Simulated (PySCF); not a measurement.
A geometry optimisation, step by step.

CH10ClGe3P.
Numbering: `[CH3:1][GeH2:2][Ge@H:3]([PH2:4])[GeH2:5][Cl:6]` (hydrogens: H7, H8, H9 on C1; H10, H11 on Ge2; H12 on Ge3; H13, H14 on P4; H15, H16 on Ge5)

Computed by this run: PySCF, PBE0-D3(BJ)/def2-SVP geometry optimisation, gas phase; density fitting, grid level 1; the optimiser is geomeTRIC in internal coordinates, started from a GFN2-xTB structure. The frame can shift and turn from step to step; on so coarse a grid that alone can change the energy by a few meV, and forces under 0.02 eV/Å are noise.

Step 0: E = -192509.2932 eV, largest atomic force 1.418 eV/Å
```
atom  x, y, z in Å  |  force x, y, z in eV/Å
C1      2.638    0.119    0.185   -0.518  -0.198  -0.001
Ge2     1.156   -1.170    0.075    0.234   0.360  -0.151
Ge3    -1.027   -0.187    0.510    0.310   0.280   0.269
P4     -2.892   -1.534    0.241   -0.577   0.714   0.476
Ge5    -1.382    1.990   -0.508   -1.145  -0.581  -0.459
Cl6     0.297    3.241   -0.291    1.238   0.639   0.263
H7      2.521    0.894   -0.568   -0.100   0.305  -0.279
H8      3.591   -0.379    0.027    0.338  -0.303  -0.060
H9      2.650    0.596    1.162   -0.008   0.179   0.376
H10     1.382   -2.316    1.044   -0.023  -0.264   0.493
H11     1.170   -1.861   -1.277   -0.079  -0.057  -0.523
H12    -1.031    0.157    2.010    0.013   0.046   0.201
H13    -2.711   -1.626   -1.135    0.015  -0.070  -0.924
H14    -2.153   -2.691    0.461    0.424  -0.806   0.227
H15    -2.547    2.796    0.064   -0.195  -0.015   0.340
H16    -1.669    1.981   -2.012    0.073  -0.230  -0.248
```

Step 1: E = -192509.4943 eV, largest atomic force 0.452 eV/Å
```
atom  x, y, z in Å  |  force x, y, z in eV/Å
C1      2.563    0.189    0.170    0.129  -0.015  -0.023
Ge2     1.147   -1.151    0.060    0.073  -0.194  -0.038
Ge3    -0.998   -0.167    0.617   -0.007   0.020   0.087
P4     -2.864   -1.528    0.237    0.117  -0.147  -0.155
Ge5    -1.383    1.925   -0.541    0.152   0.250  -0.019
Cl6     0.447    3.145   -0.275   -0.380  -0.244  -0.033
H7      2.399    0.982   -0.573   -0.025  -0.024   0.030
H8      3.540   -0.284   -0.014   -0.028   0.015   0.010
H9      2.576    0.653    1.167   -0.017  -0.018  -0.022
H10     1.388   -2.306    1.073   -0.021   0.129  -0.095
H11     1.095   -1.789   -1.355   -0.042   0.113   0.127
H12    -1.017    0.191    2.125   -0.006  -0.013  -0.085
H13    -2.640   -1.611   -1.182    0.003   0.026   0.172
H14    -2.132   -2.740    0.489   -0.113   0.119  -0.012
H15    -2.545    2.746    0.065    0.111  -0.013  -0.049
H16    -1.591    1.792   -2.067    0.054  -0.002   0.106
```

Step 2: E = -192509.5098 eV, largest atomic force 0.172 eV/Å
```
atom  x, y, z in Å  |  force x, y, z in eV/Å
C1      2.583    0.178    0.171    0.042  -0.011  -0.007
Ge2     1.149   -1.143    0.060    0.012   0.004   0.006
Ge3    -1.003   -0.161    0.625    0.017  -0.005   0.023
P4     -2.861   -1.526    0.230    0.031  -0.009  -0.040
Ge5    -1.399    1.924   -0.541    0.098   0.095   0.024
Cl6     0.405    3.144   -0.259   -0.132  -0.110  -0.010
H7      2.418    0.980   -0.561   -0.013   0.006   0.004
H8      3.553   -0.303   -0.027   -0.009   0.000  -0.001
H9      2.608    0.629    1.172   -0.004  -0.004   0.004
H10     1.387   -2.301    1.054   -0.002   0.001   0.007
H11     1.072   -1.754   -1.354   -0.032   0.029  -0.025
H12    -1.032    0.196    2.127   -0.001   0.008   0.006
H13    -2.610   -1.606   -1.177    0.005  -0.003   0.014
H14    -2.148   -2.737    0.497   -0.027   0.005   0.012
H15    -2.559    2.751    0.041   -0.002   0.015  -0.003
H16    -1.579    1.780   -2.063    0.015  -0.019  -0.014
```

Step 3: E = -192509.5139 eV, largest atomic force 0.054 eV/Å
```
atom  x, y, z in Å  |  force x, y, z in eV/Å
C1      2.591    0.176    0.174   -0.005  -0.006   0.001
Ge2     1.143   -1.130    0.057    0.005   0.047   0.003
Ge3    -1.006   -0.157    0.640   -0.004  -0.017   0.032
P4     -2.858   -1.524    0.223   -0.015   0.039   0.009
Ge5    -1.401    1.919   -0.541   -0.023  -0.018  -0.002
Cl6     0.396    3.120   -0.247    0.044   0.029   0.010
H7      2.419    0.994   -0.539   -0.002   0.004   0.000
H8      3.553   -0.307   -0.047    0.004  -0.005  -0.005
H9      2.631    0.607    1.184    0.005  -0.003   0.008
H10     1.383   -2.305    1.028    0.003  -0.029   0.013
H11     1.037   -1.707   -1.368   -0.011   0.001  -0.037
H12    -1.045    0.202    2.142   -0.001   0.005   0.009
H13    -2.578   -1.611   -1.175    0.012  -0.014  -0.037
H14    -2.164   -2.739    0.513    0.013  -0.030   0.019
H15    -2.563    2.759    0.015   -0.019   0.007  -0.004
H16    -1.554    1.753   -2.064   -0.006  -0.012  -0.019
```

Step 4: E = -192509.5160 eV, largest atomic force 0.115 eV/Å
```
atom  x, y, z in Å  |  force x, y, z in eV/Å
C1      2.600    0.172    0.179   -0.019   0.001   0.010
Ge2     1.138   -1.118    0.052   -0.008   0.035  -0.002
Ge3    -1.009   -0.150    0.655   -0.003  -0.003   0.022
P4     -2.852   -1.524    0.220   -0.024   0.027   0.006
Ge5    -1.407    1.916   -0.543   -0.061  -0.064  -0.008
Cl6     0.383    3.121   -0.243    0.095   0.064   0.013
H7      2.426    1.007   -0.512    0.002   0.005  -0.002
H8      3.554   -0.316   -0.065    0.004  -0.001  -0.006
H9      2.656    0.579    1.198    0.009  -0.004   0.005
H10     1.378   -2.314    0.997   -0.001  -0.023  -0.003
H11     1.008   -1.660   -1.386    0.003  -0.003  -0.017
H12    -1.056    0.208    2.157    0.001   0.002   0.002
H13    -2.546   -1.623   -1.172    0.011  -0.015  -0.023
H14    -2.169   -2.738    0.535    0.016  -0.017   0.015
H15    -2.577    2.762   -0.011   -0.015  -0.001  -0.004
H16    -1.542    1.728   -2.066   -0.008  -0.003  -0.008
```

Step 5: E = -192509.5189 eV, largest atomic force 0.101 eV/Å
```
atom  x, y, z in Å  |  force x, y, z in eV/Å
C1      2.607    0.169    0.192   -0.021   0.007   0.017
Ge2     1.127   -1.095    0.037   -0.011   0.013  -0.006
Ge3    -1.015   -0.141    0.680   -0.007   0.008   0.002
P4     -2.843   -1.524    0.219   -0.022  -0.003  -0.003
Ge5    -1.412    1.909   -0.548   -0.059  -0.072  -0.008
Cl6     0.375    3.120   -0.247    0.078   0.063   0.008
H7      2.430    1.037   -0.456    0.002   0.001  -0.001
H8      3.549   -0.321   -0.094    0.003   0.003  -0.007
H9      2.691    0.526    1.228    0.009  -0.005  -0.001
H10     1.367   -2.333    0.928   -0.004  -0.010  -0.019
H11     0.963   -1.572   -1.423    0.019  -0.006   0.005
H12    -1.071    0.216    2.181    0.004  -0.001  -0.004
H13    -2.492   -1.655   -1.161    0.006  -0.011   0.004
H14    -2.174   -2.734    0.584    0.010   0.007   0.008
H15    -2.593    2.764   -0.055   -0.001  -0.003   0.000
H16    -1.525    1.685   -2.068   -0.005   0.009   0.003
```

Step 6: E = -192509.5211 eV, largest atomic force 0.043 eV/Å
```
atom  x, y, z in Å  |  force x, y, z in eV/Å
C1      2.611    0.167    0.207   -0.011   0.006   0.019
Ge2     1.118   -1.078    0.018   -0.010  -0.004  -0.006
Ge3    -1.018   -0.135    0.692   -0.008   0.008  -0.018
P4     -2.837   -1.528    0.223   -0.011  -0.015  -0.005
Ge5    -1.417    1.905   -0.554   -0.023  -0.036  -0.004
Cl6     0.369    3.126   -0.258    0.025   0.024   0.001
H7      2.433    1.063   -0.402   -0.001   0.001   0.001
H8      3.544   -0.318   -0.113    0.000   0.005  -0.006
H9      2.713    0.478    1.257    0.005  -0.005  -0.003
H10     1.357   -2.352    0.859   -0.007   0.000  -0.019
H11     0.939   -1.500   -1.458    0.022  -0.003   0.012
H12    -1.079    0.221    2.192    0.009   0.000  -0.004
H13    -2.453   -1.693   -1.145    0.001  -0.006   0.015
H14    -2.175   -2.728    0.634    0.002   0.016   0.003
H15    -2.604    2.764   -0.083    0.007  -0.003   0.005
H16    -1.519    1.659   -2.072    0.000   0.012   0.009
```

Step 7: E = -192509.5234 eV, largest atomic force 0.041 eV/Å
```
atom  x, y, z in Å  |  force x, y, z in eV/Å
C1      2.612    0.166    0.228    0.004   0.002   0.014
Ge2     1.113   -1.063   -0.009   -0.003  -0.015  -0.006
Ge3    -1.019   -0.132    0.693   -0.011  -0.002  -0.031
P4     -2.834   -1.535    0.231    0.005  -0.012  -0.003
Ge5    -1.421    1.902   -0.561    0.019   0.015  -0.001
Cl6     0.367    3.131   -0.276   -0.034  -0.022  -0.003
H7      2.432    1.090   -0.337   -0.005   0.000   0.003
H8      3.540   -0.307   -0.124   -0.002   0.006  -0.004
H9      2.726    0.425    1.290    0.001  -0.004  -0.002
H10     1.345   -2.373    0.776   -0.009   0.006  -0.009
H11     0.932   -1.426   -1.500    0.017   0.003   0.009
H12    -1.077    0.223    2.193    0.013   0.004  -0.001
H13    -2.423   -1.744   -1.124   -0.003  -0.003   0.014
H14    -2.176   -2.719    0.693   -0.006   0.014   0.000
H15    -2.609    2.764   -0.098    0.009  -0.002   0.011
H16    -1.524    1.648   -2.078    0.003   0.010   0.008
```

Step 8: E = -192509.5258 eV, largest atomic force 0.090 eV/Å
```
atom  x, y, z in Å  |  force x, y, z in eV/Å
C1      2.612    0.162    0.256    0.015  -0.002   0.006
Ge2     1.111   -1.049   -0.046    0.006  -0.020  -0.007
Ge3    -1.018   -0.132    0.678   -0.012  -0.014  -0.033
P4     -2.833   -1.544    0.242    0.018   0.001   0.001
Ge5    -1.428    1.903   -0.570    0.048   0.057  -0.001
Cl6     0.364    3.137   -0.297   -0.071  -0.055  -0.003
H7      2.431    1.116   -0.259   -0.007   0.001   0.004
H8      3.539   -0.291   -0.125   -0.003   0.005  -0.002
H9      2.730    0.363    1.330   -0.004  -0.003   0.001
H10     1.332   -2.395    0.679   -0.009   0.007   0.005
H11     0.944   -1.349   -1.552    0.008   0.010   0.002
H12    -1.064    0.222    2.179    0.014   0.007   0.003
H13    -2.405   -1.808   -1.097   -0.004   0.000   0.006
H14    -2.179   -2.706    0.761   -0.011   0.005  -0.001
H15    -2.611    2.766   -0.097    0.006  -0.002   0.012
H16    -1.541    1.654   -2.087    0.004   0.004   0.005
```

Step 9: E = -192509.5283 eV, largest atomic force 0.089 eV/Å
```
atom  x, y, z in Å  |  force x, y, z in eV/Å
C1      2.612    0.155    0.288    0.017  -0.003  -0.001
Ge2     1.114   -1.040   -0.088    0.012  -0.016  -0.007
Ge3    -1.015   -0.134    0.651   -0.007  -0.020  -0.021
P4     -2.835   -1.551    0.254    0.020   0.013   0.002
Ge5    -1.436    1.909   -0.579    0.047   0.066   0.000
Cl6     0.360    3.139   -0.318   -0.068  -0.058   0.001
H7      2.430    1.134   -0.176   -0.005   0.001   0.005
H8      3.542   -0.274   -0.113   -0.002   0.002   0.000
H9      2.725    0.297    1.372   -0.005  -0.003   0.003
H10     1.319   -2.416    0.581   -0.007   0.003   0.015
H11     0.973   -1.277   -1.608   -0.002   0.013  -0.005
H12    -1.039    0.221    2.152    0.012   0.007   0.004
H13    -2.399   -1.874   -1.070   -0.003   0.002  -0.004
H14    -2.186   -2.690    0.827   -0.011  -0.005  -0.001
H15    -2.609    2.770   -0.079    0.000  -0.002   0.009
H16    -1.571    1.679   -2.097    0.002  -0.001   0.000
```

Step 10: E = -192509.5296 eV, largest atomic force 0.040 eV/Å
```
atom  x, y, z in Å  |  force x, y, z in eV/Å
C1      2.613    0.147    0.310    0.008  -0.001  -0.004
Ge2     1.120   -1.037   -0.118    0.010  -0.006  -0.005
Ge3    -1.011   -0.136    0.625    0.001  -0.018  -0.005
P4     -2.838   -1.551    0.257    0.011   0.015   0.001
Ge5    -1.443    1.917   -0.584    0.019   0.035   0.002
Cl6     0.358    3.136   -0.325   -0.029  -0.028   0.004
H7      2.431    1.140   -0.123   -0.001   0.001   0.004
H8      3.548   -0.265   -0.097   -0.001  -0.001   0.001
H9      2.716    0.252    1.399   -0.003  -0.003   0.003
H10     1.309   -2.429    0.523   -0.004   0.000   0.013
H11     1.001   -1.236   -1.644   -0.005   0.009  -0.007
H12    -1.016    0.218    2.127    0.005   0.005   0.003
H13    -2.405   -1.910   -1.057    0.000   0.002  -0.008
H14    -2.197   -2.679    0.859   -0.006  -0.008  -0.002
H15    -2.607    2.774   -0.055   -0.004  -0.002   0.003
H16    -1.595    1.708   -2.102    0.000  -0.001  -0.002
```

Step 11: E = -192509.5299 eV, largest atomic force under 0.02 eV/Å
```
atom  x, y, z in Å  |  force x, y, z in eV/Å
C1      2.616    0.141    0.320   -0.001   0.000  -0.002
Ge2     1.123   -1.036   -0.130    0.004   0.002  -0.003
Ge3    -1.008   -0.138    0.613    0.005  -0.010   0.005
P4     -2.839   -1.548    0.253    0.001   0.009  -0.002
Ge5    -1.447    1.922   -0.583   -0.006   0.001   0.002
Cl6     0.355    3.134   -0.319    0.005   0.001   0.004
H7      2.435    1.140   -0.100    0.001   0.001   0.003
H8      3.552   -0.265   -0.088    0.000  -0.001   0.001
H9      2.712    0.231    1.411    0.000  -0.002   0.002
H10     1.304   -2.433    0.503   -0.001  -0.001   0.004
H11     1.014   -1.219   -1.659   -0.003   0.003  -0.004
H12    -1.005    0.215    2.116    0.000   0.001   0.000
H13    -2.409   -1.917   -1.060    0.001   0.002  -0.006
H14    -2.207   -2.676    0.862   -0.002  -0.005  -0.003
H15    -2.608    2.774   -0.041   -0.004  -0.001  -0.001
H16    -1.605    1.725   -2.102   -0.001   0.001  -0.001
```

**Question.** Summarise the path.

**Answer.** The energy falls by 5.46 kcal/mol from step 0 to step 11; nine tenths of that is first reached at step 2. It falls at every step. The largest force goes from 1.418 to under 0.02 eV/Å. Among the bonds Ge5–Cl6 changes most, from 2.105 to 2.187 Å; the atoms move by 0.347 Å rms after alignment.

What follows is the cost of the whole optimisation. The run took about 13 min of CPU time (one thread, shared machine).
